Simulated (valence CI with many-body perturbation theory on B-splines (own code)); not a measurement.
# Assign the levels of Kr XXIV

Computed by valence CI with perturbative core correlation (CI+MBPT): three valence electrons over a frozen Dirac-Fock core [Ne], radial functions for each j: 11 s, 11 p, 9 d, 7 f, 5 g, 2 h, 1 i, with the one-electron correlation potential Σ1 (screened to all orders), the two-electron term Σ2, the three-electron term Σ3, Breit, model QED; selected single and double excitations, second order for the rest (own B-spline code, finite nucleus).

No measured levels were compared; by estimate levels of excited configurations hold to 0.05 to 0.15 % of their energy, terms of the ground configuration to about 0.5 %.

```tsv
No.	J	Parity	E (cm⁻¹)	g
1	1/2	odd	0	0.663
2	3/2	odd	97369	1.332
3	1/2	even	411870	2.595
4	3/2	even	464070	1.717
5	5/2	even	500460	1.521
6	3/2	even	579870	0.836
10	3/2	even	765430	1.289
11	3/2	even	843090	0.817
12	5/2	even	856110	1.199
16	3/2	odd	1141600	0.471
17	5/2	odd	1161100	1.046
18	7/2	odd	1191400	1.249
19	1/2	odd	1202500	0.662
22	1/2	odd	1233200	0.253
```

Energies count from the lowest level. Strongly mixed levels and levels close to another of their J and parity are left out, so the numbers can have gaps.

Problem. Give configuration and LS term of each level.

Solution. 1: 3s2 3p 2P°; 2: 3s2 3p 2P°; 3: 3s 3p2 4P; 4: 3s 3p2 4P; 5: 3s 3p2 4P; 6: 3s 3p2 2D; 10: 3s 3p2 2P; 11: 3s2 3d 2D; 12: 3s2 3d 2D; 16: 3s 3p 3d 4F°; 17: 3s 3p 3d 4F°; 18: 3s 3p 3d 4F°; 19: 3p3 2P°; 22: 3s 3p 3d 4D°.
